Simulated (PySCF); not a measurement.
## Core-level binding energies of `[SiH3][Ge@H]([GeH3])[c]1ccncc1`

Species: C5H11Ge2NSi.
Structure used (PBE0-D3(BJ)/def2-SVP), in Å, numbered top down from 1:
```xyz
20
C5H11Ge2NSi angstrom
Si     1.8293    1.2669    1.5644
Ge     0.8922   -0.5944    0.4096
Ge     2.1356   -1.0028   -1.6311
C     -0.9608   -0.1775   -0.0629
C     -1.2698    0.9434   -0.8422
C     -2.6025    1.2042   -1.1589
N     -3.6163    0.4404   -0.7598
C     -3.3268   -0.6253   -0.0192
C     -2.0291   -0.9772    0.3549
H      1.7279    2.4723    0.6846
H      1.0925    1.5331    2.8370
H      3.2704    1.0153    1.8712
H      0.8821   -1.8574    1.2953
H      2.0365    0.2425   -2.5334
H      3.6211   -1.2638   -1.3191
H      1.5610   -2.2118   -2.3914
H     -0.4879    1.6161   -1.2069
H     -2.8598    2.0787   -1.7684
H     -4.1746   -1.2430    0.3007
H     -1.8649   -1.8686    0.9660
```

Level of theory: delta-SCF UKS SCAN, pcX-2 on the ionised atom, pcseg-1 elsewhere, spin-free X2C in PySCF. Each binding energy is the total energy of the core-ionised species, with the hole localised on one atom, minus that of the ground state; both are solved self-consistently, so orbital relaxation is included.

**Question.** What binding energy does each computed site have?

**Answer.** 
| atom(s) | bonded to | level | binding energy (eV) | 2p1/2 (eV) | above the level's lowest (eV) | count |
| --- | --- | --- | --- | --- | --- | --- |
| Si1 | 3 H and Ge | Si 2p3/2 | 106.53 | 107.15 | 0.00 | 1 |
| Si1 | 3 H and Ge | Si 1s | 1846.22 | – | 0.00 | 1 |
| C4 | 2 C (aromatic in the SMILES) and Ge | C 1s | 290.36 | – | +0.02 | 1 |
| C5/C9 | 2 C (aromatic in the SMILES) and H | C 1s | 290.34 | – | 0.00 | 2 |
| C6/C8 | N (aromatic in the SMILES), C (aromatic in the SMILES) and H | C 1s | 291.06 | – | +0.72 | 2 |
| N7 | 2 C (aromatic in the SMILES) | N 1s | 404.28 | – | 0.00 | 1 |

Lowest listed C 1s: C5/C9, bonded to 2 C (aromatic in the SMILES) and H. Highest, 0.72 eV above it: C6/C8, bonded to N (aromatic in the SMILES), C (aromatic in the SMILES) and H. The widest gap between neighbouring values is 0.70 eV, between 290.36 and 291.06 eV. Summing the Pauling electronegativity differences to the bonded atoms, each weighted by its formal bond order, gives -0.35 for the lowest site and +0.39 for the highest; no listed site has a larger sum than the highest. The smallest sum, -0.54, belongs to C4, 0.02 eV above the lowest. The values 290.34 and 290.36 eV lie too close for their order to be trusted.

**Question.** Which effective nuclear charge Zeff reproduces each element's mean 1s value in the hydrogen-like formula E = 13.606 eV × Zeff²?

**Answer.** C (Z = 6): mean 290.6 eV, Zeff = 4.62, Z − Zeff = 1.38; N (Z = 7): mean 404.3 eV, Zeff = 5.45, Z − Zeff = 1.55; Si (Z = 14): mean 1846.2 eV, Zeff = 11.65, Z − Zeff = 2.35. Means run over the listed sites, weighted by atom count.

**Question.** What is the longest wavelength that can ionise Si 2p3/2 of Si1 vertically?

**Answer.** λ = hc/E = 12398.42 eV Å / 106.53 eV = 116.384 Å.

One atom of each set of topologically equivalent atoms was ionised and stands for the set; in this conformer not all members are related by symmetry, and their own values weren't computed. The unrestricted hole states depart most from a pure doublet (⟨S²⟩ = 0.75; over 0.85 named) for C 1s of C4 (0.87), which makes this value less certain. 2p3/2 and 2p1/2 are the ΔSCF energy of one spin-free 2p hole plus the eigenvalues of a spin–orbit and ligand-field matrix of the shell. 2p1/2 minus 2p3/2 (ligand field included): Si 0.62 eV. No level of germanium is listed. Geometry: PBE0-D3(BJ)/def2-SVP, one conformer, isolated molecule.

Time: 2.2 min of wall time; peak memory 0.95 GiB. Hardware: one thread of an Arm Neoverse V2, on a shared host.
